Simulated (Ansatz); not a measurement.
Start from `NC(=O)N[SiH3]` and change one atom or group to get `O=CN[SiH3]`.

Ansatz, PBE0-D4/def2-TZVP geometries, multiplicity 1. Each molecule was computed in one conformer, which needn't be the lowest.

```
                             property  `NC(=O)N[SiH3]`
    LUMO energy (PBE/def2-TZVPP) / eV            -0.59
  LUMO energy (B3LYP/def2-TZVPP) / eV            -0.07
  HOMO–LUMO gap (PBE/def2-TZVPP) / eV             5.59
LUMO energy (ωB97M-V/def2-TZVPP) / eV             1.68
 HOMO–LUMO gap (PBE0/def2-TZVPP) / eV             8.04
HOMO–LUMO gap (B3LYP/def2-TZVPP) / eV             7.47
```

(1) Give the same properties after the change, and the shifts. (An estimate is asked.)

Results:

(1) Computed: 
```json
{"property": "LUMO energy (PBE/def2-TZVPP) / eV", "`O=CN[SiH3]`": "-1.10", "shift": "-0.51"}
{"property": "LUMO energy (B3LYP/def2-TZVPP) / eV", "`O=CN[SiH3]`": "-0.27", "shift": "-0.20"}
{"property": "HOMO–LUMO gap (PBE/def2-TZVPP) / eV", "`O=CN[SiH3]`": "5.16", "shift": "-0.43"}
{"property": "LUMO energy (ωB97M-V/def2-TZVPP) / eV", "`O=CN[SiH3]`": "1.85", "shift": "0.17"}
{"property": "HOMO–LUMO gap (PBE0/def2-TZVPP) / eV", "`O=CN[SiH3]`": "7.88", "shift": "-0.16"}
{"property": "HOMO–LUMO gap (B3LYP/def2-TZVPP) / eV", "`O=CN[SiH3]`": "7.36", "shift": "-0.11"}
```

With PBE0 the HOMO falls by 0.07 eV and the LUMO falls by 0.23 eV, so the gap narrows by about 0.16 eV. PBE moves the HOMO by -0.08 eV and ωB97M-V by -0.11 eV.

B3LYP here is the variant with VWN-RPA as its local correlation; programs differ in this.
